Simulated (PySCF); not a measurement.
In(H)(SH)2 (H₃InS₂), SMILES [InH]([SH])[SH].

Coordinates come from a B3LYP-D3(BJ)/def2-SVP optimisation. The def2 effective core potentials stand for the cores of In; spin–orbit coupling is left out. The values are those of a single conformer.

All values below come from C-PCM-ωB97X/def2-SVP in PySCF.

The values are the electrostatic part of the solvation free energy, E(continuum) − E(gas) at the gas-phase geometry, in a cavity of scaled van der Waals radii (PySCF's table); cavitation and dispersion terms are not included. A continuum can't describe solvent molecules that bind to the metal. In vacuum the orbital gap is 9.86 eV. The dipole moment in vacuum is 3.05 D.

Computed values in water (ε = 78.36), n-hexane (ε = 1.88), tetrahydrofuran (ε = 7.43):
```tsv
solvent	ε	ΔG(elec) (kcal/mol)	dipole (D)	gap (eV)
water	78.36	-7.7	4.37	10.37
n-hexane	1.88	-3.2	3.57	10.07
tetrahydrofuran	7.43	-6.5	4.16	10.29
```
